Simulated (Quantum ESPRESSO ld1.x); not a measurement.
Os4+, 72 electrons, occupied as [Xe] 4f14 5d4 (the NIST ground configuration). Method: Dirac Kohn-Sham, LDA (Slater exchange, Perdew-Zunger correlation), spin-unpolarised, spherical densities, point nucleus; open shells are shared between the two j in proportion to 2j + 1; computed with ld1.x of Quantum ESPRESSO 7.5.

Radial electron density D(r) = 4 pi r^2 rho(r):

r (bohr),D(r) (e/bohr)
0.002375,30.44
0.002743,36.57
0.003168,43.55
0.003629,50.91
0.004191,59.39
0.004841,68.40
0.00559,77.61
0.006405,86.10
0.007397,94.35
0.008542,101.2
0.009865,106.1
0.01139,108.5
0.01305,108.4
0.01507,105.9
0.01741,102.0
0.02011,98.14
0.02304,96.20
0.0266,97.67
0.03072,103.8
0.03548,114.0
0.04098,126.1
0.04695,135.6
0.05422,139.9
0.06262,136.2
0.07231,126.0
0.08285,115.2
0.09568,109.1
0.1105,112.2
0.1276,121.8
0.1474,129.0
0.1689,125.2
0.195,108.3
0.2252,85.87
0.2601,70.68
0.298,69.01
0.3441,76.16
0.3974,81.11
0.459,75.71
0.5301,60.98
0.6073,44.90
0.7014,31.56
0.81,23.66
0.9354,19.26
1.072,15.98
1.238,12.28
1.429,8.515
1.651,5.282
1.907,2.937
2.184,1.523
2.523,0.6718
2.913,0.2535
3.364,0.07844
3.855,0.02070
4.452,0.003797
5.141,0.0004941

D(r) has 4 maxima, at r = 0.0120, 0.0547, 0.152, 0.401 bohr, and minima at 0.0236, 0.0980, 0.284 bohr, inside which lie 2.03, 11.09, 30.04 electrons.
